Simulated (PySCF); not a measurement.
# Nuclear quadrupole coupling in `CC[C@@](C)(OC)C(=O)F`

Compound: C₆H₁₁FO₂.
SMILES with atom numbers: `[CH3:1][CH2:2][C@@:3]([CH3:4])([O:5][CH3:6])[C:7](=[O:8])[F:9]` (hydrogens: H10, H11, H12 on C1; H13, H14 on C2; H15, H16, H17 on C4; H18, H19, H20 on C6)

Geometry (GFN2-xTB, Å), atoms numbered from 1 in this order:
```
atom  x, y, z in Å
C1     2.1995   -0.5320    0.6335
C2     1.3975    0.4942   -0.1577
C3    -0.1250    0.2516   -0.0519
C4    -0.8892    1.3604   -0.7985
O5    -0.3470   -1.0368   -0.5863
C6    -1.6831   -1.4746   -0.7175
C7    -0.5189    0.3055    1.4094
O8    -1.0024   -0.5083    2.1108
F9    -0.2487    1.5454    1.9313
H10    2.0241   -0.4261    1.7018
H11    1.9121   -1.5352    0.3329
H12    3.2614   -0.3985    0.4446
H13    1.6575    0.4243   -1.2146
H14    1.6217    1.5023    0.1929
H15   -1.9620    1.2727   -0.6409
H16   -0.5657    2.3352   -0.4446
H17   -0.6774    1.2790   -1.8619
H18   -2.2128   -0.9273   -1.5043
H19   -2.2365   -1.3989    0.2210
H20   -1.6102   -2.5224   -1.0033
```

Field gradients from the PBE0/pcSseg-1 density (PySCF, non-relativistic), principal values in atomic units, ordered |Vxx| ≤ |Vyy| ≤ |Vzz|:

```csv
atom,Vxx,Vyy,Vzz
O5,-0.0541,-2.0090,2.0631
O8,0.4270,1.1505,-1.5776
```

Problem. Find the asymmetry η = (Vxx − Vyy)/Vzz and the couplings χ = eQV/h (234.96 MHz × Q in barn × V in au), with Q(17O) = −0.0256 b.

Solution. 
| atom | environment | nucleus | η | χzz (MHz) | χxx (MHz) | χyy (MHz) |
| --- | --- | --- | --- | --- | --- | --- |
| O5 | ether oxygen | 17O | 0.95 | -12.41 | 0.33 | 12.08 |
| O8 | carbonyl oxygen | 17O | 0.46 | 9.49 | -2.57 | -6.92 |

At O5 η is above 0.9: Vyy and Vzz are nearly equal in size and opposite in sign, so a small change could swap them and flip the sign of χzz. The tensor is traceless: Vxx + Vyy + Vzz = 0.

Problem. What is Vzz at O5 in SI units (1 au = 9.71736 × 10²¹ V/m²)?

Solution. 2.0631 au = 20.047 × 10²¹ V/m².

Problem. What couplings would deuterons (Q(2H) = 0.00286 b) have in place of the hydrogens, at this geometry?

Solution. 
| atom | bonded to | bond length (Å) | Vzz (au) | η | χzz (kHz) |
| --- | --- | --- | --- | --- | --- |
| H10 | C1 | 1.088 | 0.3120 | 0.04 | 210 |
| H11 | C1 | 1.086 | 0.3131 | 0.01 | 210 |
| H12 | C1 | 1.087 | 0.3173 | 0.02 | 213 |
| H13 | C2 | 1.091 | 0.3048 | 0.04 | 205 |
| H14 | C2 | 1.091 | 0.3020 | 0.03 | 203 |
| H15 | C4 | 1.088 | 0.3114 | 0.03 | 209 |
| H16 | C4 | 1.086 | 0.3127 | 0.03 | 210 |
| H17 | C4 | 1.087 | 0.3140 | 0.02 | 211 |
| H18 | C6 | 1.095 | 0.2934 | 0.08 | 197 |
| H19 | C6 | 1.092 | 0.2919 | 0.08 | 196 |
| H20 | C6 | 1.089 | 0.3059 | 0.07 | 206 |

One conformer (not necessarily the lowest) at the GFN2-xTB geometry, without solvent, vibrations or thermal averaging. GFN2-xTB bond lengths can be off by several hundredths of an ångström, more for odd bonds, and the gradients follow them. With so small a basis the couplings can be 20 % off.
